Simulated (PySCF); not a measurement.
Gas-phase reaction: 4 TiCl3OH + O + H2 → 3 TiCl4.H2O + TiO2

Computed with PySCF (xtb for GFN2) and rigid-rotor harmonic-oscillator thermochemistry at 1 bar. † marks an energy on the PBE0/def2-TZVP geometry and frequencies; other levels use their own. MP2 and CCSD(T) freeze the core. Open shells (unrestricted): O (multiplicity 3); the rest are closed-shell singlets. GFN2 has no spin-polarisation term. Spin-orbit splitting is ignored; it lowers the true energy and changes the entropy of O. Adducts (TiCl4.H2O) have no counterpoise correction, and HF, PBE, BLYP, B3LYP and PBE0 lack dispersion. TiCl3OH, TiCl4.H2O: computed as isolated molecules; such fragments, hydroxides, amides, oligomers or adducts are transient or little studied in the gas. MP2 isn't extrapolated to the basis-set limit. CCSD(T) isn't extrapolated to the basis-set limit. Warning, large T1 diagnostic: TiCl3OH, TiCl4.H2O, TiO2 (CCSD(T)/def2-SVP†). Warning, point group unlike the PBE0 one: TiCl3OH (GFN2-xTB).

```json
[
 {"level": "CCSD(T)/def2-SVP†", "ΔH°(298 K), kJ": "-23"},
 {"level": "GFN2-xTB", "ΔH°(298 K), kJ": "-274"},
 {"level": "HF/def2-TZVP†", "ΔH°(298 K), kJ": "389"},
 {"level": "M06-2X/def2-TZVP†", "ΔH°(298 K), kJ": "[?]"},
 {"level": "MP2/def2-SVP†", "ΔH°(298 K), kJ": "[?]"},
 {"level": "MP2/def2-TZVPP†", "ΔH°(298 K), kJ": "[?]"},
 {"level": "PBE0/def2-QZVP†", "ΔH°(298 K), kJ": "[?]"},
 {"level": "LDA/def2-TZVP†", "ΔH°(298 K), kJ": "-190"},
 {"level": "ωB97X-V/def2-TZVP†", "ΔH°(298 K), kJ": "3"}
]
```

Problem. Fill in the missing entries.

Solution. 
- M06-2X/def2-TZVP†, ΔH°(298 K), kJ: 11
- MP2/def2-SVP†, ΔH°(298 K), kJ: -129
- MP2/def2-TZVPP†, ΔH°(298 K), kJ: -152
- PBE0/def2-QZVP†, ΔH°(298 K), kJ: -5
